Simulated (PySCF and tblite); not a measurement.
Results of a calculation; reference values are marked as such.
System: C8H7Cl, numbered as in [Cl:1][C:2]1=[CH:3]/[CH:4]=[CH:5]\[CH:6]=[CH:7]/[CH:8]=[CH:9]\1.

For the inversion of the 8-membered ring (2–3–4–5–6–7–8–9): electronic barrier 13.47 kcal/mol, zero-point change 0.80 kcal/mol, thermal and entropy terms at 350 K a further 0.51 kcal/mol (symmetry numbers apart). The minimum is C1, the saddle C2v. Geometries: GFN2-xTB; energies: PBE0/pcSseg-1 + D3(BJ); zero-point and thermal terms from GFN2-xTB harmonic modes (soft modes blended into free rotors). Rate constants are transition-state-theory values, counting equivalent paths, without tunnelling. Programs: tblite and PySCF.

How many equivalent paths lead out of the minimum?

1: the symmetry number of the minimum is 1, that of the saddle displaced along its mode 1.

Work out the rate at 350 K.

ΔG‡ = 14.78 kcal/mol; k_B T/h = 7.3×10¹² s⁻¹; exp(−ΔG‡/RT) = 5.9×10⁻¹⁰; times 1 gives k = 4320 s⁻¹. Wigner's tunnelling factor for the 122i cm⁻¹ mode would be 1.01.
